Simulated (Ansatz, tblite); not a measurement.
Removing an electron: B(NCMe)H3 (C2H6BN). The state is a singlet with charge 0. Geometry: r2SCAN-D4/def2-SVP. Ansatz, gas phase; energy differences of separate SCF runs; the oxidised species was run as a doublet alone.

```xyz
10

B    -0.3230    0.2283   -2.0472
N    -0.0861    0.0609   -0.5488
C     0.0929   -0.0654    0.5875
C     0.3168   -0.2239    2.0078
H     1.3072   -0.6687    2.1886
H    -0.4514   -0.8818    2.4420
H     0.2707    0.7540    2.5108
H    -1.4209    0.7574   -2.1599
H    -0.2922   -0.8986   -2.5237
H     0.5860    0.9379   -2.4572
```

The xTB rows come from tblite.

```tsv
level	−HOMO (eV)	vertical IE (eV)	−LUMO (eV)	HOMO–LUMO gap (eV)
GFN1-xTB	11.07	14.46	7.16	3.92
GFN2-xTB	9.86	13.14	6.39	3.47
r2SCAN-D4/def2-TZVP	6.66	9.82	1.26	5.40
PBE0-D4/def2-TZVP	7.62	9.95	0.49	7.13
```

Run but left out: PBE-D4/def2-TZVP (charge +1 doublet: an occupied level 0.02 eV above an empty one).  Raw xTB energy differences between charge states are shifted by several eV; the methods need an empirical correction for them.
